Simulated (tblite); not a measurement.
Species: C4H10BNO2.
Structure used (GFN2-xTB), in Å, numbered top down from 1:
```xyz
18
C4H10BNO2 angstrom
C      3.1780    0.9409    0.6477
C      1.8592    0.4258    0.4646
N      0.7946    0.0241    0.3236
B     -0.3834   -1.0941    0.2520
O      0.3152   -2.2873   -0.0623
C     -1.4154   -0.5233   -0.8772
C     -2.0511    0.8200   -0.5210
O     -2.9185    0.7438    0.5876
H      3.7390    0.8513   -0.2822
H      3.1267    1.9896    0.9390
H      3.6814    0.3727    1.4299
H     -0.7494   -1.0912    1.3860
H      0.3587   -2.4476   -1.0041
H     -2.2198   -1.2465   -1.0328
H     -0.9063   -0.4082   -1.8390
H     -1.2576    1.5611   -0.3206
H     -2.6658    1.1978   -1.3449
H     -2.4943    0.1774    1.2420
```

Computed with GFN2-xTB (tblite): harmonic, unscaled wavenumbers at the GFN2-xTB geometry, gas phase. Errors from tens to a few hundred cm⁻¹ against measured bands are possible. Modes of hydrogen on boron can be 10 to 20 % off. One conformer, not necessarily the lowest. The optimisation stopped once no atom felt more than 0.01 eV/Å.

Lowest wavenumbers of the output (negative numbers stand for imaginary wavenumbers):
```
mode    cm-1
  1     -38.3
  2      31.8
  3      44.4
  4      72.4
  5     140.7
  6     167.4
  7     243.6
  8     316.4
  9     321.5
 10     353.7
```

Q: Is this structure a minimum?

A: Not by this Hessian. 1 mode is imaginary beyond 20i (38i cm⁻¹), so at this level the point lies at or near a first-order saddle. The curvature is small, so loose convergence or finite differences may be the whole cause.

Q: Which atoms move in the imaginary mode?

A: 38i: H11 (methyl hydrogen) 33 %, H9 (methyl hydrogen) 33 %, H10 (methyl hydrogen) 32 %. These are shares of the mass-weighted motion.

Q: What is the remedy?

A: Step along that mode in both directions, optimise again with tighter thresholds and repeat the frequencies. The zero-point energy of this point (88.4 kcal/mol) counts the 47 real modes alone, and thermal corrections from it aren't those of a minimum.

Time: 0.91 s wall. Hardware: one thread, Arm Neoverse N1 (aarch64), on a shared host. The figure is for the frequency step alone.
